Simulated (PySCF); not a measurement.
## Neon: a sound run and one with changed settings

Sound run: Ne⁺ [He] 2s2 2p5, Ne²⁺ [He] 2s2 2p4. All numbers are calculated (PySCF 2.14, no relativity, point nucleus, in pcseg-2 (4s3p2d1f, 30 functions)). In the sound run the correlated levels freeze 1s2. The sound run starts from symmetry-adapted Hartree-Fock orbitals and uses a fine grid where one is needed.

A second run was set up differently.

```tsv
species	method	sound run (hartree)	changed run (hartree)	converged
Ne⁺	UHF	-127.81101	-126.06147	yes
Ne⁺	BP86	-128.16542	-126.33771	yes
Ne⁺	M06-L	-128.16775	-126.35495	yes
Ne⁺	MP2	-127.98998	-126.06147	yes
Ne²⁺	UHF	-126.36567	-124.57400	yes
Ne²⁺	BP86	-126.64740	-124.79819	yes
Ne²⁺	M06-L	-126.66187	-124.81819	yes
Ne²⁺	MP2	-126.49274	-124.57400	yes
```

Ionisation energy of Ne⁺:

```json
{"method": "UHF", "sound run (eV)": "39.330", "changed run (eV)": "40.476"}
{"method": "BP86", "sound run (eV)": "41.307", "changed run (eV)": "41.892"}
{"method": "M06-L", "sound run (eV)": "40.977", "changed run (eV)": "41.817"}
{"method": "MP2", "sound run (eV)": "40.742", "changed run (eV)": "40.476"}
{"method": "SCS-MP2", "sound run (eV)": "40.722", "changed run (eV)": "40.476"}
```

Q: What was changed?
A. minimal basis
B. basis contracted for another Hamiltonian
C. angular grid far too coarse
D. level shift left on

A: A. It used basis STO-3G. A minimal basis cannot let orbitals breathe on ionisation and holds almost no correlation.
